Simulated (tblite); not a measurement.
A geometry optimisation, step by step.

Compound: C5H5OP.
Bonds: C1–C2 (double), C2–C3, C3–O4 (aromatic), O4–C5 (aromatic), C5–C6 (aromatic), C6–P7 (aromatic), C3–P7 (aromatic). Hydrogens: H8, H9 on C1; H10 on C2; H11 on C5; H12 on C6.

Computed with GFN2-xTB (tblite), gas phase: L-BFGS steps from a force-field or distance-geometry start until the largest atomic force falls under 0.01 eV/Å. 14 of its 29 geometries are shown.

Step 0: E = -537.7105 eV, largest atomic force 4.069 eV/Å
```
atom  x, y, z in Å  |  force x, y, z in eV/Å
C1     -2.446   -0.375   -0.169   -0.951  -0.115  -0.104
C2     -1.511    0.512   -0.463    1.886  -1.060   1.041
C3     -0.142    0.157    0.028   -1.012  -2.604   1.187
O4      0.874    0.917   -0.180   -0.670   3.466  -2.024
C5      2.016    0.581    0.257    3.600  -0.760   1.099
C6      2.129   -0.602    0.926   -1.641  -0.752   0.110
P7      0.441   -1.320    0.965    0.510   1.589  -0.767
H8     -2.153   -1.259    0.391   -0.386   0.168  -0.206
H9     -3.489   -0.233   -0.465    0.491  -0.211   0.213
H10    -1.692    1.423   -0.994    0.233   0.206  -0.099
H11     2.920    1.215    0.089   -1.178  -0.189  -0.117
H12     3.054   -1.016    1.353   -0.881   0.263  -0.331
```

Step 2: E = -538.1886 eV, largest atomic force 0.997 eV/Å
```
atom  x, y, z in Å  |  force x, y, z in eV/Å
C1     -2.456   -0.374   -0.171   -0.087  -0.196   0.115
C2     -1.478    0.483   -0.438    0.548  -0.130   0.230
C3     -0.142    0.113    0.051    0.765   0.407  -0.082
O4      0.874    0.976   -0.212    0.355  -0.002   0.113
C5      2.062    0.570    0.270   -0.353   0.128  -0.206
C6      2.096   -0.617    0.928   -0.363   0.220  -0.176
P7      0.446   -1.285    0.947   -0.282   0.128  -0.130
H8     -2.166   -1.256    0.386   -0.424  -0.056  -0.083
H9     -3.482   -0.237   -0.461    0.040  -0.016   0.014
H10    -1.680    1.419   -0.990    0.612  -0.645   0.452
H11     2.901    1.216    0.085   -0.089   0.169  -0.098
H12     3.026   -1.011    1.344   -0.722  -0.006  -0.149
```

Step 4: E = -538.3330 eV, largest atomic force 0.627 eV/Å
```
atom  x, y, z in Å  |  force x, y, z in eV/Å
C1     -2.448   -0.374   -0.167   -0.248  -0.399   0.177
C2     -1.440    0.448   -0.407    0.317   0.460  -0.193
C3     -0.092    0.128    0.052   -0.433   0.365  -0.268
O4      0.899    1.002   -0.218   -0.327   0.064  -0.121
C5      2.056    0.578    0.260    0.385   0.217  -0.022
C6      2.058   -0.608    0.917   -0.036   0.305  -0.190
P7      0.427   -1.266    0.933   -0.139  -0.408   0.195
H8     -2.202   -1.263    0.380   -0.254  -0.370   0.141
H9     -3.478   -0.239   -0.460    0.272   0.159  -0.027
H10    -1.630    1.374   -0.957    0.471  -0.242   0.225
H11     2.889    1.230    0.076    0.115   0.080  -0.020
H12     2.962   -1.010    1.330   -0.122  -0.231   0.103
```

Step 6: E = -538.3802 eV, largest atomic force 0.365 eV/Å
```
atom  x, y, z in Å  |  force x, y, z in eV/Å
C1     -2.443   -0.383   -0.159   -0.016  -0.195   0.103
C2     -1.425    0.439   -0.398   -0.175  -0.060  -0.019
C3     -0.089    0.143    0.045   -0.097  -0.269   0.152
O4      0.897    1.016   -0.226   -0.111   0.009  -0.050
C5      2.063    0.591    0.253   -0.105   0.144  -0.073
C6      2.042   -0.594    0.906    0.091  -0.008   0.006
P7      0.415   -1.270    0.932    0.062   0.182  -0.086
H8     -2.229   -1.284    0.385   -0.152  -0.235   0.096
H9     -3.466   -0.231   -0.462    0.204   0.172  -0.046
H10    -1.589    1.353   -0.938    0.159   0.301  -0.132
H11     2.893    1.242    0.071    0.197   0.118  -0.027
H12     2.931   -1.021    1.329   -0.057  -0.159   0.076
```

Step 9: E = -538.4044 eV, largest atomic force 0.131 eV/Å
```
atom  x, y, z in Å  |  force x, y, z in eV/Å
C1     -2.440   -0.400   -0.149   -0.015   0.024  -0.023
C2     -1.430    0.431   -0.396    0.030  -0.019   0.015
C3     -0.094    0.138    0.049    0.035   0.000   0.004
O4      0.887    1.020   -0.232    0.013  -0.026   0.021
C5      2.062    0.607    0.245   -0.026  -0.046   0.021
C6      2.043   -0.582    0.898    0.045   0.059  -0.024
P7      0.417   -1.263    0.929    0.125  -0.011   0.037
H8     -2.256   -1.314    0.395   -0.070   0.006  -0.016
H9     -3.447   -0.212   -0.467   -0.030   0.061  -0.036
H10    -1.556    1.360   -0.936   -0.039  -0.037   0.013
H11     2.905    1.254    0.067   -0.081   0.008  -0.022
H12     2.910   -1.039    1.335    0.013  -0.019   0.012
```

Step 11: E = -538.4066 eV, largest atomic force 0.114 eV/Å
```
atom  x, y, z in Å  |  force x, y, z in eV/Å
C1     -2.441   -0.400   -0.150   -0.023   0.028  -0.022
C2     -1.429    0.429   -0.395    0.032   0.000   0.006
C3     -0.092    0.135    0.051   -0.032   0.009  -0.015
O4      0.887    1.018   -0.230   -0.035   0.022  -0.015
C5      2.060    0.608    0.245    0.074   0.003   0.011
C6      2.048   -0.580    0.898    0.016   0.013  -0.001
P7      0.427   -1.262    0.931   -0.021  -0.099   0.052
H8     -2.263   -1.316    0.395   -0.067   0.030  -0.031
H9     -3.447   -0.206   -0.471   -0.003   0.043  -0.023
H10    -1.557    1.360   -0.936   -0.009  -0.097   0.052
H11     2.899    1.256    0.065   -0.016   0.056  -0.034
H12     2.910   -1.041    1.336    0.083  -0.008   0.020
```

Step 13: E = -538.4099 eV, largest atomic force 0.146 eV/Å
```
atom  x, y, z in Å  |  force x, y, z in eV/Å
C1     -2.445   -0.399   -0.152   -0.034   0.003  -0.002
C2     -1.425    0.423   -0.391   -0.024  -0.038   0.016
C3     -0.089    0.130    0.054   -0.027  -0.062   0.030
O4      0.885    1.016   -0.229   -0.016  -0.019   0.006
C5      2.061    0.610    0.244    0.046   0.004   0.004
C6      2.058   -0.576    0.898   -0.019  -0.045   0.026
P7      0.441   -1.266    0.937   -0.125  -0.031  -0.012
H8     -2.283   -1.317    0.391   -0.050   0.028  -0.029
H9     -3.448   -0.190   -0.479    0.016   0.030  -0.015
H10    -1.558    1.352   -0.932    0.031  -0.031   0.022
H11     2.890    1.264    0.058    0.092   0.107  -0.039
H12     2.914   -1.046    1.339    0.111   0.053  -0.008
```

Step 15: E = -538.4135 eV, largest atomic force 0.146 eV/Å
```
atom  x, y, z in Å  |  force x, y, z in eV/Å
C1     -2.452   -0.397   -0.156   -0.034  -0.016   0.014
C2     -1.422    0.413   -0.385   -0.045  -0.035   0.013
C3     -0.087    0.119    0.060    0.006  -0.054   0.037
O4      0.882    1.011   -0.227    0.037  -0.070   0.040
C5      2.065    0.614    0.243   -0.011  -0.024   0.010
C6      2.069   -0.574    0.899   -0.028  -0.034   0.017
P7      0.452   -1.273    0.944   -0.045   0.042  -0.038
H8     -2.312   -1.318    0.385   -0.030  -0.023   0.001
H9     -3.447   -0.168   -0.490   -0.015   0.018  -0.018
H10    -1.555    1.339   -0.925    0.068   0.055  -0.019
H11     2.884    1.281    0.048    0.051   0.017   0.002
H12     2.926   -1.048    1.342    0.046   0.125  -0.059
```

Step 17: E = -538.4158 eV, largest atomic force 0.113 eV/Å
```
atom  x, y, z in Å  |  force x, y, z in eV/Å
C1     -2.459   -0.396   -0.157   -0.013  -0.001   0.005
C2     -1.422    0.406   -0.382    0.002   0.016  -0.003
C3     -0.087    0.111    0.065    0.003   0.018  -0.006
O4      0.882    1.004   -0.223    0.006  -0.009   0.001
C5      2.068    0.614    0.243   -0.030  -0.023   0.007
C6      2.073   -0.574    0.900   -0.006   0.016  -0.009
P7      0.455   -1.277    0.947    0.060  -0.012   0.015
H8     -2.330   -1.320    0.382   -0.028  -0.038   0.012
H9     -3.449   -0.155   -0.498   -0.033   0.002  -0.012
H10    -1.550    1.335   -0.921    0.070   0.030  -0.004
H11     2.884    1.291    0.042   -0.042  -0.095   0.044
H12     2.937   -1.040    1.340    0.009   0.096  -0.049
```

Step 19: E = -538.4180 eV, largest atomic force 0.119 eV/Å
```
atom  x, y, z in Å  |  force x, y, z in eV/Å
C1     -2.466   -0.395   -0.158    0.014   0.023  -0.013
C2     -1.423    0.401   -0.379    0.035   0.022   0.000
C3     -0.087    0.104    0.069   -0.012   0.022  -0.018
O4      0.881    0.998   -0.220   -0.068   0.062  -0.048
C5      2.069    0.612    0.244   -0.046   0.014  -0.018
C6      2.077   -0.575    0.902    0.015   0.031  -0.018
P7      0.461   -1.281    0.950    0.052  -0.053   0.040
H8     -2.348   -1.323    0.380   -0.025   0.018  -0.013
H9     -3.452   -0.143   -0.505    0.001  -0.021   0.010
H10    -1.540    1.333   -0.919    0.043  -0.028   0.025
H11     2.881    1.293    0.041   -0.040  -0.101   0.048
H12     2.950   -1.025    1.334    0.031   0.010   0.004
```

Step 22: E = -538.4203 eV, largest atomic force 0.046 eV/Å
```
atom  x, y, z in Å  |  force x, y, z in eV/Å
C1     -2.473   -0.392   -0.161    0.008   0.010  -0.011
C2     -1.421    0.395   -0.374   -0.002  -0.019   0.008
C3     -0.087    0.095    0.074   -0.009  -0.040   0.017
O4      0.875    0.995   -0.220   -0.033  -0.009   0.002
C5      2.062    0.613    0.243   -0.024   0.019  -0.017
C6      2.083   -0.572    0.901    0.003   0.005  -0.006
P7      0.473   -1.289    0.957   -0.018   0.010  -0.008
H8     -2.375   -1.324    0.374    0.009   0.042  -0.016
H9     -3.455   -0.130   -0.514    0.019  -0.010   0.010
H10    -1.523    1.328   -0.913    0.006  -0.010   0.011
H11     2.875    1.288    0.042    0.037   0.014  -0.001
H12     2.967   -1.007    1.328    0.004  -0.012   0.011
```

Step 24: E = -538.4205 eV, largest atomic force 0.018 eV/Å
```
atom  x, y, z in Å  |  force x, y, z in eV/Å
C1     -2.474   -0.392   -0.161   -0.004   0.001  -0.005
C2     -1.420    0.393   -0.373   -0.002  -0.003  -0.001
C3     -0.087    0.092    0.075   -0.001  -0.013   0.006
O4      0.872    0.994   -0.220    0.000  -0.014   0.010
C5      2.061    0.614    0.242    0.003   0.002  -0.001
C6      2.084   -0.571    0.901   -0.004   0.003  -0.005
P7      0.474   -1.290    0.958    0.006  -0.003   0.003
H8     -2.377   -1.323    0.373    0.015   0.006   0.003
H9     -3.454   -0.128   -0.514   -0.007   0.002  -0.003
H10    -1.521    1.327   -0.911    0.007   0.005   0.002
H11     2.875    1.288    0.042    0.005   0.007  -0.004
H12     2.968   -1.007    1.328   -0.016   0.006  -0.005
```

Step 26: E = -538.4206 eV, largest atomic force 0.016 eV/Å
```
atom  x, y, z in Å  |  force x, y, z in eV/Å
C1     -2.474   -0.391   -0.162   -0.003   0.000  -0.002
C2     -1.420    0.393   -0.373    0.002   0.004  -0.003
C3     -0.088    0.091    0.076    0.000   0.004  -0.002
O4      0.871    0.993   -0.220    0.000   0.003  -0.001
C5      2.061    0.615    0.241    0.004  -0.002   0.002
C6      2.084   -0.570    0.901   -0.002   0.001  -0.002
P7      0.475   -1.290    0.958    0.008  -0.012   0.008
H8     -2.377   -1.322    0.373    0.009  -0.003   0.005
H9     -3.455   -0.128   -0.514   -0.009   0.002  -0.004
H10    -1.520    1.327   -0.911    0.008   0.003   0.002
H11     2.876    1.289    0.042   -0.012  -0.001  -0.003
H12     2.968   -1.006    1.328   -0.005   0.001   0.000
```

Step 28: E = -538.4206 eV, largest atomic force 0.010 eV/Å
```
atom  x, y, z in Å  |  force x, y, z in eV/Å
C1     -2.475   -0.391   -0.162    0.000   0.001   0.001
C2     -1.420    0.393   -0.373    0.001   0.001   0.000
C3     -0.088    0.090    0.076    0.000   0.002  -0.001
O4      0.871    0.993   -0.219   -0.002   0.003  -0.003
C5      2.061    0.615    0.241   -0.003  -0.002   0.000
C6      2.084   -0.570    0.900    0.001  -0.002   0.002
P7      0.475   -1.291    0.959   -0.002  -0.002  -0.001
H8     -2.376   -1.321    0.373    0.003   0.000   0.001
H9     -3.455   -0.128   -0.515    0.000  -0.001  -0.001
H10    -1.519    1.327   -0.910    0.006   0.001   0.001
H11     2.875    1.289    0.041   -0.009   0.002  -0.004
H12     2.968   -1.005    1.327    0.005  -0.004   0.003
```

Task: Summarise the path.

Result: The energy falls by 68.51 kJ/mol from step 0 to step 28; nine tenths of that is first reached at step 5. It falls at every step. The largest force goes from 4.069 to 0.010 eV/Å. Among the bonds C3–P7 changes most, from 1.844 to 1.733 Å; the atoms move by 0.126 Å rms after alignment.

Task: Follow the three bonds and two angles with the largest change from start to end.

Result: 
```tsv
step	E above end (kJ/mol)	largest force (eV/Å)	C3–P7 (Å)	C6–P7 (Å)	C3–O4 (Å)	C1–C2–C3 (°)	C6–C5–H11 (°)
0	68.51	4.069	1.844	1.835	1.286	114.5	119.9
1	29.88	1.176	1.789	1.793	1.351	115.0	125.9
2	22.38	0.997	1.762	1.781	1.359	116.1	126.1
4	8.46	0.627	1.729	1.759	1.349	120.7	127.8
5	5.41	0.414	1.739	1.760	1.344	121.8	128.6
6	3.90	0.365	1.743	1.763	1.345	121.9	128.8
7	2.23	0.314	1.741	1.765	1.347	121.7	128.6
9	1.56	0.131	1.732	1.763	1.349	121.3	128.1
10	1.46	0.108	1.731	1.761	1.349	121.3	128.0
11	1.35	0.114	1.732	1.759	1.348	121.4	128.0
12	1.20	0.124	1.733	1.758	1.347	121.7	128.1
13	1.03	0.146	1.735	1.758	1.347	122.0	128.3
15	0.68	0.146	1.735	1.762	1.348	122.8	129.0
16	0.56	0.138	1.733	1.764	1.349	123.0	129.3
17	0.46	0.113	1.732	1.765	1.349	123.2	129.6
18	0.36	0.137	1.731	1.765	1.349	123.3	129.7
19	0.25	0.119	1.731	1.765	1.349	123.5	129.7
21	0.07	0.074	1.734	1.763	1.350	123.9	129.2
22	0.03	0.046	1.734	1.764	1.350	124.0	128.9
23	0.01	0.030	1.734	1.764	1.350	124.1	128.7
24	0.01	0.018	1.733	1.764	1.350	124.1	128.7
26	0.00	0.016	1.733	1.764	1.350	124.1	128.7
27	0.00	0.012	1.733	1.764	1.350	124.1	128.7
28	0.00	0.010	1.733	1.764	1.350	124.1	128.7
```

The cost below is that of the whole relaxation. Hardware: one thread, Arm Neoverse V1 (aarch64), no GPU, shared host with 32 logical CPUs at a one-minute load of 7.2. Cost: 0.15 s of wall time.
